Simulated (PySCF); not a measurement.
Mo(NH)2(Cl)(NH2) (ClH₄MoN₃), SMILES [NH]=[Mo]([Cl])([NH2])=[NH], multiplicity 1.

Coordinates come from a B3LYP-D3(BJ)/def2-SVP optimisation. The spin state was assumed, not searched. The structure was generated by enumeration; whether it is a known compound was not checked. The def2 effective core potentials stand for the cores of Mo; spin–orbit coupling is left out. One conformer was computed; it need not be the lowest.

Method: TDDFT-PBE/def2-SVPD (PySCF 2.14.0).

Vertical excitations. The molecule is in vacuum. State labels are in the subgroup Cs.

```json
[
 {"state": "S1", "symmetry": "A\"", "energy (eV)": "4.12", "λ (nm)": "301", "f": "0.001", "main pairs": "HOMO−1→LUMO 70 %, HOMO→LUMO+1 29 %"},
 {"state": "S2", "symmetry": "A'", "energy (eV)": "4.23", "λ (nm)": "293", "f": "0.016", "main pairs": "HOMO→LUMO 56 %, HOMO−1→LUMO+1 27 %"},
 {"state": "S3", "symmetry": "A\"", "energy (eV)": "4.31", "λ (nm)": "288", "f": "0.007", "main pairs": "HOMO→LUMO+1 61 %, HOMO−1→LUMO 23 %"},
 {"state": "S4", "symmetry": "A'", "energy (eV)": "4.39", "λ (nm)": "283", "f": "0.020", "main pairs": "HOMO−1→LUMO+1 70 %, HOMO→LUMO 23 %"},
 {"state": "S5", "symmetry": "A'", "energy (eV)": "4.68", "λ (nm)": "265", "f": "0.001", "main pairs": "HOMO→LUMO+2 68 %, HOMO−2→LUMO 29 %"},
 {"state": "S6", "symmetry": "A\"", "energy (eV)": "4.79", "λ (nm)": "259", "f": "0.000", "main pairs": "HOMO−3→LUMO 52 %, HOMO−1→LUMO+2 37 %, HOMO−2→LUMO+1 10 %"},
 {"state": "S7", "symmetry": "A\"", "energy (eV)": "4.90", "λ (nm)": "253", "f": "0.001", "main pairs": "HOMO−2→LUMO+1 59 %, HOMO−3→LUMO 32 %"},
 {"state": "S8", "symmetry": "A'", "energy (eV)": "4.94", "λ (nm)": "251", "f": "0.009", "main pairs": "HOMO−2→LUMO 35 %, HOMO−4→LUMO 27 %, HOMO−3→LUMO+1 22 %, HOMO→LUMO+2 8 %"},
 {"state": "S9", "symmetry": "A\"", "energy (eV)": "5.02", "λ (nm)": "247", "f": "0.004", "main pairs": "HOMO−4→LUMO+1 37 %, HOMO−1→LUMO+2 33 %, HOMO−2→LUMO+1 15 %, HOMO−3→LUMO 6 %"},
 {"state": "S10", "symmetry": "A'", "energy (eV)": "5.10", "λ (nm)": "243", "f": "0.006", "main pairs": "HOMO−3→LUMO+1 50 %, HOMO→LUMO+3 37 %"},
 {"state": "T1", "symmetry": "A'", "energy (eV)": "3.59", "λ (nm)": "345", "f": "0", "main pairs": "HOMO→LUMO 96 %"},
 {"state": "T2", "symmetry": "A\"", "energy (eV)": "3.74", "λ (nm)": "331", "f": "0", "main pairs": "HOMO−1→LUMO 54 %, HOMO→LUMO+1 35 %"},
 {"state": "T3", "symmetry": "A\"", "energy (eV)": "3.86", "λ (nm)": "321", "f": "0", "main pairs": "HOMO→LUMO+1 56 %, HOMO−1→LUMO 40 %"},
 {"state": "T4", "symmetry": "A'", "energy (eV)": "3.96", "λ (nm)": "313", "f": "0", "main pairs": "HOMO−1→LUMO+1 88 %"}
]
```
Triplets are in the Tamm–Dancoff approximation, which puts them higher than full response would, so one can lie above its singlet here.
